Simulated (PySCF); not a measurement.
Ligand exchange on a metal centre used in film growth or etching (Zn Cl-Br). All species are isolated molecules in the gas phase.

Level of theory: PBE-D3(BJ)/def2-TZVP // r2SCAN-D4/def2-SVP (PySCF). 

```tsv
species	mean distance from the central atom to its bonded neighbours (Å)	coordination number	LUMO (eV)
0 of 2 Cl replaced by Br ([Zn(Cl)2])	2.089	2	-2.61
1 of 2 Cl replaced by Br ([Zn(Cl)(Br)])	2.154	2	[?]
2 of 2 Cl replaced by Br	2.220	2	[?]
```

Problem. Complete the blanks.

Solution. 
- 1 of 2 Cl replaced by Br ([Zn(Cl)(Br)]), LUMO (eV): -2.62
- 2 of 2 Cl replaced by Br, LUMO (eV): -2.64
